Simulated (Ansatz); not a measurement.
A search over several starts for the lowest SCF solution of TaO2⁻ at the given spin, in a small basis.

```yaml
crystal:
  periodic: [false, false, false]
  atoms:
    - {symbol: Ta, position_ang: [-0.687162, 0.077863, 0.094383]}
    - {symbol: O, position_ang: [0.575912, 1.179898, 0.638813]}
    - {symbol: O, position_ang: [0.111250, -1.257761, -0.733196]}
basis:
  gaussian: {orbitals: def2-SVP}
total_charge: -1
magnetization: {spin_polarized: true, initial_magnetization: 0}
hamiltonian: {xc: pbe0, dispersion: d4}
output: {orbitals: {seedname: orbitals}}
```

```sh
$ ansatz run in.yaml --threads 2 --pin off --events-out ev --progress --plain --max-ram 4352MiB
```

Output, abridged:

```
Functional definition: PBE0
569 factors; integrals over basis functions are off by at most 6.2e-4 eV
mean field evaluation 1: about -5637.2135 eV, gradient 2.6e1 eV
mean field evaluation 2: about -5586.5362 eV, gradient 1.2e2 eV
mean field evaluation 4: about -5640.0664 eV, gradient 1.8e0 eV
mean field evaluation 8: about -5640.1765 eV, gradient 1.5e-1 eV
mean field evaluation 16: about -5640.1767 eV, gradient 9.1e-5 eV
mean field evaluation 32: about -5640.1767 eV, gradient 6.6e-6 eV
mean field -5640.17669079 eV, -207.2726703375 hartree, gradient 6.6e-6 eV, S^2 0.000000; 2 other end points of the search recorded, 0 dependent functions left out
reference -5640.17671892 eV, -207.2726713712 hartree; 15, 15 occupied and 45, 45 virtual orbitals, 569 factors
Total energy: -5640.23467067 eV, -207.2748010588 hartree
```

Run time 2.6 s (2 threads of Arm Neoverse V2 on a shared host).

In the def2 sets Ta takes a core potential; there is no spin–orbit coupling. The structure comes from a short search, and lower isomers may exist.
